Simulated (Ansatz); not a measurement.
Ansatz (a first-principles code) input file for H2O3S, SMILES S(=O)(O)O, PBE0/def2-SVPD. Geometry: B3LYP-D3(BJ)/def2-SVP. One conformer was computed; it need not be the lowest.

Ansatz 0.2 input:
```yaml
crystal:
  periodic: [false, false, false]
  atoms:
    - {symbol: O, position_ang: [-0.32222079, 1.38443591, 0.00000002]}
    - {symbol: S, position_ang: [0.44339159, 0.12046442, 0.00000000]}
    - {symbol: O, position_ang: [-0.15206223, -0.76091622, 1.27321297]}
    - {symbol: O, position_ang: [-0.15206223, -0.76091620, -1.27321300]}
    - {symbol: H, position_ang: [-1.04175172, -0.41412936, 1.47983898]}
    - {symbol: H, position_ang: [-1.04175172, -0.41412932, -1.47983899]}
basis:
  gaussian:
    orbitals: def2-SVPD
hamiltonian:
  xc: {name: PBE0}
```

Program output:

```
WARN ansatz: RAYON_NUM_THREADS=1 ignored (pool sized by the plan → 1); use --threads N
Functional definition: PBE0
integrals: 0.04 GiB planned
958 factors; their error is unknown
mean field: 0.39 GiB planned
mean field evaluation 1: about -16980.2947 eV, gradient 7.5e1 eV
mean field evaluation 2: about -16960.9997 eV, gradient 1.3e2 eV
mean field evaluation 4: about -16989.8873 eV, gradient 7.9e0 eV
mean field evaluation 8: about -16990.0024 eV, gradient 3.7e-2 eV
mean field evaluation 16: about -16990.0982 eV, gradient 8.4e-5 eV
mean field -16990.09823335 eV, -624.3745937735 hartree, gradient 3.6e-5 eV, S^2 0.000000; 0 other end points of the search recorded, 0 dependent functions left out
reference -16990.09826905 eV, -624.3745950855 hartree; 21, 21 occupied and 91, 91 virtual orbitals, 958 factors
Total energy: -16990.09826905 eV, -624.3745950855 hartree
```

Self-consistency was reached.
